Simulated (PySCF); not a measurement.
Fe⁹⁺ (iron, charge +9) across methods

[Ne] 3s2 3p5, 2P determinant. Calculation: PySCF 2.14, in an even-tempered Gaussian basis (19 s from 0.4 bohr⁻², ratio 2.5; 12 p from 0.52 bohr⁻², ratio 2.5; 5 d from 4.4 bohr⁻², ratio 2.7; 4 f from 6.5 bohr⁻², ratio 2.7); scalar relativity by spin-free X2C-1e. The B2PLYP total includes its PT2 part (frozen core); its orbital energies are those of the SCF part.

```csv
method,E (hartree),mean ε 3s β (eV),mean ε 3p α (eV),mean ε 3p β (eV),Σ⟨r²⟩ (bohr²),⟨S²⟩
TPSSh,-1243.407,-286.47,-252.43,-249.89,5.011,0.751
PBE,-1243.115,-283.69,-250.50,-248.02,5.012,0.751
LDA,-1240.731,-283.39,-250.32,-247.86,5.019,0.750
B2PLYP,-1243.347,-293.57,-258.31,-255.47,5.022,0.752
UHF,-1242.57919,-301.91,-264.79,-261.57,5.027,0.753
PBE0,-1243.163,-288.66,-254.44,-251.80,5.013,0.751
```

(1) Estimate the same row for r2SCAN.

## Answers

(1) E (hartree) = -1243.335; mean ε 3s β (eV) = -285.46; mean ε 3p α (eV) = -251.88; mean ε 3p β (eV) = -249.08; Σ⟨r²⟩ (bohr²) = 5.015; ⟨S²⟩ = 0.752.
